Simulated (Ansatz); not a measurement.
A made-up structure of BGeH₅O, singlet:

B1  (-0.206, -0.318, -0.763)
O2  (-0.714, 0.878, -1.094)
Ge3  (0.558, -0.751, 0.806)
H4  (-1.098, 0.978, -1.979)
H5  (-0.696, 1.618, -0.467)
H6  (0.526, 0.488, 1.712)
H7  (1.987, -1.191, 0.471)
H8  (-0.272, -1.908, 1.372)
(Å)

It is relaxed with PBE-D4/def2-SVP and then PBE0-D4/def2-TZVP (Ansatz 0.2.0). Atoms count as bonded within 1.22 times the sum of their covalent radii (H–H: 0.88 Å). The end point is not checked to be a true minimum.

**Question.** Does its bonding change? (A judgement: the text doesn't fix the answer.)

**Answer.** The calculation gives: Yes. Formed: H5–H6; broken: O2–H5, Ge3–H6.

Where it ends: The first stage lowers the energy by 3.92 eV in 35 steps. It ends as a complex of BGeH₃O ([OH][B][GeH2]) + H₂:
```
8
angstrom
B -0.1136 -0.3890 -0.6487
O -0.6883 0.4435 -1.4577
Ge 0.7535 -1.1953 0.9501
H -0.9355 0.1605 -2.3445
H -0.4806 2.8045 1.1755
H -0.1853 2.1500 1.3838
H 1.9481 -1.7437 0.0886
H -0.2111 -2.4355 0.9102
```

Labels in which every atom is bracketed show which atoms are joined, not bond orders.

For scale, one of the runs: PBE0-D4/def2-TZVP relaxation, 140 basis functions, launched by `ansatz run in.yaml --threads 2 --pin off --events-out ev --progress --plain --max-ram 4352MiB`. Hardware: 2 CPU threads of an Arm Neoverse V1, shared host. Wall time about 50 s.
